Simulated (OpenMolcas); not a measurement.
## neutral rhenium: from CASSCF to CASPT2

```json
{"Program": "OpenMolcas 26.06", "Basis": "ANO-RCC-VTZP [8s7p5d3f2g1h]", "Scalar Hamiltonian": "DKH2, point nucleus", "Active space": "7 electrons in 6 orbitals (5d 6s)", "State averaging": "2S+1 = 6 even, 6 roots; 2S+1 = 4 even, 17 roots", "Spin-orbit coupling": "state interaction with AMFI integrals over the reference wave functions, term energies averaged over their components"}
```

Methods on the same reference wave functions:
A. CASSCF
B. SS-CASPT2, IPEA 0.25 Eh, imaginary shift 0.1 Eh (closed shells correlated: 5s 5p)

Energies in cm⁻¹ above 5d⁵ 6s² ⁶S_5/2, the measured ground level; measured values from NIST Handbook of Basic Atomic Spectroscopic Data.

```
         Level      A      B  Measured
5d⁵ 6s² ⁶S_5/2    0.0    0.0       0.0
 5d⁶ 6s ⁶D_9/2   8928  16030     11755
 5d⁶ 6s ⁶D_7/2  11176  18260     14217
```

Deviations, from unrounded energies. A percentage is the sum of absolute deviations over the sum of measured energies, with the sign that they share, or ± where signs differ.

```json
{"Against measurement": "mean absolute deviation (cm-1)", "Levels": "2", "A": "2900", "B": "4200"}
{"Against measurement": "other configurations (%)", "Levels": "2", "A": "-22.6", "B": "+32.0"}
```

A lies closest to measurement on these levels. The largest miss of A in the table is 5d⁶ 6s ⁶D_7/2, by -3000 cm-1. The ranking rests on the paired levels alone, and a cruder setting can come out closer through cancelling errors.

The lowest spin-free term lies below A's lowest term by 0.436 hartree in B.

Term energies are means over components that CASPT2 splits; among the terms shown or strongly mixed into the levels shown the widest spread is 160 cm-1 (5d⁶ 6s ⁶D, B). A single d shell beside an s shell can misplace configurations of different d count against each other. Without dynamic correlation excited terms often stand tens of per cent too high (terms of higher spin than the ground term too low), and those without a measured partner can miss by more than the paired ones (holds for A). Measured partners are found by configuration, term and J. A level has none where our copy of the source lacks it or the pairing is in doubt (some pairs that miss far off the trend of their configuration count as doubtful), and it then counts in no deviation. Only configurations of the active space appear. Levels that lie high or do not pair safely by name in every column are left out.
